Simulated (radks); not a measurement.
Results of a calculation; reference values are marked as such.
The zirconium ion Zr8+, configuration [Ar] 3d10 4s2 4p2. Level of theory: non-relativistic Kohn-Sham, PBE, spin-polarised, spherical densities, point nucleus; open shells are filled with parallel spins first (spin-orbit coupling, left out, can overturn this in heavy ions); relativity is left out, which matters for an element this heavy (a radial shooting solver on a logarithmic mesh with Libxc functionals).

Radial electron density D(r) = 4 pi r^2 rho(r):

| r (bohr) | D(r) (e/bohr) | spin D(r) |
|---|---|---|
| 0.003055 | 4.091 | -0.0000778 |
| 0.003472 | 5.111 | -0.0000912 |
| 0.003946 | 6.357 | -0.000104 |
| 0.004485 | 7.866 | -0.000112 |
| 0.005097 | 9.675 | -0.000111 |
| 0.005793 | 11.82 | -0.0000918 |
| 0.006584 | 14.34 | -0.0000398 |
| 0.007483 | 17.24 | 0.0000686 |
| 0.008505 | 20.53 | 0.000271 |
| 0.009666 | 24.17 | 0.000624 |
| 0.01099 | 28.12 | 0.00122 |
| 0.01249 | 32.26 | 0.00218 |
| 0.01408 | 36.16 | 0.00359 |
| 0.016 | 40.17 | 0.00590 |
| 0.01819 | 43.75 | 0.00940 |
| 0.02067 | 46.65 | 0.0146 |
| 0.02349 | 48.60 | 0.0222 |
| 0.0267 | 49.42 | 0.0329 |
| 0.03035 | 49.05 | 0.0478 |
| 0.03449 | 47.63 | 0.0677 |
| 0.0392 | 45.55 | 0.0932 |
| 0.04455 | 43.39 | 0.125 |
| 0.05063 | 41.90 | 0.161 |
| 0.05755 | 41.79 | 0.200 |
| 0.06541 | 43.55 | 0.236 |
| 0.07375 | 46.89 | 0.262 |
| 0.08382 | 51.67 | 0.273 |
| 0.09526 | 56.56 | 0.258 |
| 0.1083 | 60.01 | 0.214 |
| 0.1231 | 60.69 | 0.144 |
| 0.1399 | 57.96 | 0.0635 |
| 0.159 | 52.36 | 0.000979 |
| 0.1807 | 45.57 | -0.00919 |
| 0.2053 | 39.89 | 0.0606 |
| 0.2334 | 37.21 | 0.213 |
| 0.2652 | 38.09 | 0.413 |
| 0.3015 | 41.31 | 0.586 |
| 0.3426 | 44.40 | 0.646 |
| 0.3863 | 44.90 | 0.557 |
| 0.4391 | 41.56 | 0.330 |
| 0.499 | 34.64 | 0.0834 |
| 0.5672 | 26.00 | -0.0152 |
| 0.6446 | 17.89 | 0.174 |
| 0.7326 | 11.92 | 0.673 |
| 0.8327 | 8.419 | 1.35 |
| 0.9464 | 6.699 | 1.97 |
| 1.076 | 5.685 | 2.29 |
| 1.222 | 4.605 | 2.17 |
| 1.389 | 3.284 | 1.69 |
| 1.579 | 1.977 | 1.08 |
| 1.78 | 1.032 | 0.592 |
| 2.024 | 0.4210 | 0.254 |
| 2.3 | 0.1360 | 0.0868 |
| 2.614 | 0.03372 | 0.0227 |
| 2.971 | 0.006225 | 0.00443 |
| 3.377 | 0.0008275 | 0.000621 |

D(r) has 3 maxima, at r = 0.0273, 0.118, 0.371 bohr, and minima at 0.0544, 0.241 bohr, inside which lie 2.05, 11.19 electrons.
